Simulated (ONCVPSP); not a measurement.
**Building the ONCV potential for Au (Z = 79) (PBEsol, scalar-relativistic).**

- Element: Au (Z = 79)
- Generator: ONCVPSP 4.0.1
- Type: optimised norm-conserving Vanderbilt (ONCV)
- Functional: PBEsol
- Relativity: scalar-relativistic
- Frozen core: [Xe] 4f14
- Valence charge: 11
- Reference configuration: 5d9 6s2
- Partial waves: 6s: rc 2.35 bohr, ncon 5, nbas 10, qcut 2.4 1/bohr, 2 projectors, debl 2.9 Ha; p scattering state at 0.36 Ha: rc 2.15 bohr, ncon 4, nbas 9, qcut 3.2 1/bohr, 3 projectors, debl 0.6 Ha; 5d: rc 1.60 bohr, ncon 5, nbas 10, qcut 9.5 1/bohr, 1 projector
- Local potential: polynomial inside 1.60 bohr (lpopt 2, dvloc0 0 Ha)
- Core correction: none

Task: Estimate the cutoffs (Ha) at which the residual kinetic energy of the hardest occupied pseudo-wave falls to 1 and 0.1 mHa per electron.

Result: 20 Ha and 49 Ha.

Task: Does the potential have ghost states?

Result: Ghosts flagged at negative energy: p at -59.3 eV; GHOST(+) flagged for s at 72.0 eV. A true bound ghost makes a file unfit for plane-wave use.

Its largest configuration-test error is -64 meV (5d10 6s0). 1 of 4 tests not solved or not reliable.
